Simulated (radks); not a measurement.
Valence configurations of Cd+ (all share [Kr]). Calculated with a radial shooting solver on a logarithmic mesh with Libxc functionals: scalar-relativistic Kohn-Sham, r2SCAN, spin-unpolarised, spherical densities, finite nucleus; meta-GGA in the generalised Kohn-Sham scheme; Fermi nuclear charge, rms radius 4.6087 fm. Energies are relative to 4d10 5s1; eigenvalues in eV.

\begin{tabular}{lrrrr}
valence & E (eV) & e(4d) & e(5p) & e(5s) \\ \hline
4d10 5s1 & 0.000 & -20.942 & - & -12.878 \\
4d10 5s0.5 5p0.5 & 2.933 & -21.762 & -7.465 & -13.304 \\
4d10 5p1 & 5.852 & -22.556 & -7.898 & - \\
4d9 5s2 & 9.178 & -25.122 & - & -14.776 \\
4d9 5s1.5 5p0.5 & 12.506 & -25.886 & -8.565 & -15.170 \\
4d9 5s1 5p1 & 15.799 & -26.633 & -8.968 & -15.548 \\
4d9 5p2 & 22.379 & -28.075 & -9.669 & - \\
4d8 5s1 5p2 & 35.383 & -32.197 & -10.668 & -17.961 \\
\end{tabular}

NIST lists [Kr] 4d10 5s1 as the ground configuration; this level of theory agrees among the configurations tried. The energies are those of spherical spin-averaged densities, not of single terms.
